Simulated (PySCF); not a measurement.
BCl2FGeH2.
Atom-mapped SMILES: `[F:1][GeH2:2][B:3]([Cl:4])[Cl:5]` (hydrogens: H6, H7 on Ge2)

Computed with PySCF 2.14.0, PBE0-D3(BJ)/def2-SVP geometry optimisation, gas phase.

List the bond lengths, angles and torsions at this level.

```csv
bond,length (Å),order
F1–Ge2,1.749,single
Ge2–B3,2.066,single
B3–Cl4,1.747,single
B3–Cl5,1.737,single
"Ge2–H6, Ge2–H7",1.539,single
```

Bonds in one row agree within 0.01 Å and their mean is given. Orders are formal, as drawn. A selection of angles:
```csv
angle,degrees
F1–Ge2–B3,108.5
F1–Ge2–H6,106.2
B3–Ge2–H6,112.8
B3–Ge2–H7,112.2
H6–Ge2–H7,110.7
Ge2–B3–Cl4,117.9
Ge2–B3–Cl5,122.3
Cl4–B3–Cl5,119.8
```

Dihedral angles: F1–Ge2–B3–Cl4 -175° (antiperiplanar). The mirror-image conformer, all signs reversed, is as good.

B3 (three-coordinate boron) is planar (angles 122.3°, 119.8° and 117.9°, sum 360.0°, 0.01 Å off the plane of its three neighbours). Ge2 (germanium bonded to B, F and 2 H) is tetrahedral (angles from 106.1° to 112.8°).

Point group: near Cs, missed by 0.19 Å at most; the miss may be what the optimiser left on a soft mode. Not checked by PBE0-D3(BJ)/def2-SVP frequencies. The numbers are those of one conformer.

Time: 2.2 min wall; peak memory 0.45 GiB. Hardware: Arm Neoverse N1, one thread, no GPU (shared host). This is the geometry optimisation.
